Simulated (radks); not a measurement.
Problem. Coherent X-ray form factor from a spherical all-electron density. All-electron calculation, Dirac Kohn-Sham, LB94 model potential, spin-unpolarised, spherical densities, finite nucleus; Fermi nuclear charge, rms radius of each element as measured or else 0.836 A^(1/3) + 0.57 fm. Program: a radial shooting solver on a logarithmic mesh with Libxc functionals.

sin(theta)/lambda (1/angstrom),f0 (electrons)
0.05,16.840
0.1,16.377
0.15,15.660
0.2,14.757
0.25,13.747
0.3,12.706
0.4,10.765
0.5,9.221
0.6,8.107
0.8,6.726
1,5.770
1.25,4.670
1.5,3.679
2,2.313

The species is in the configuration that NIST lists as its ground one. Which atom or ion scatters so?

Solution. The titanium ion Ti5+, [Ne] 3s2 3p5. Extrapolating in s^2 from the first two rows gives f0(0) = 17.0, near the electron count 17; among species with that count, the fall with angle is slower the higher Z, and the table is that of Z = 22; from so few rows the species is fixed only to a neighbour or two.
